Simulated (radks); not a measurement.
Neutral titanium, 22 electrons, occupied as [Ar] 3d2 4s2. Method: scalar-relativistic Kohn-Sham, exchange-only B88, spin-polarised, spherical densities, point nucleus; open shells are filled with parallel spins first; computed with a radial shooting solver on a logarithmic mesh with Libxc functionals.

X-ray form factor f0, the Fourier transform of the density (f0(0) = 22):

sin(theta)/lambda (1/angstrom),f0 (electrons)
0.05,21.182
0.1,19.416
0.15,17.606
0.2,15.993
0.25,14.528
0.3,13.177
0.4,10.867
0.5,9.171
0.6,8.022
0.8,6.671
1,5.740
1.25,4.648
1.5,3.657
2,2.294
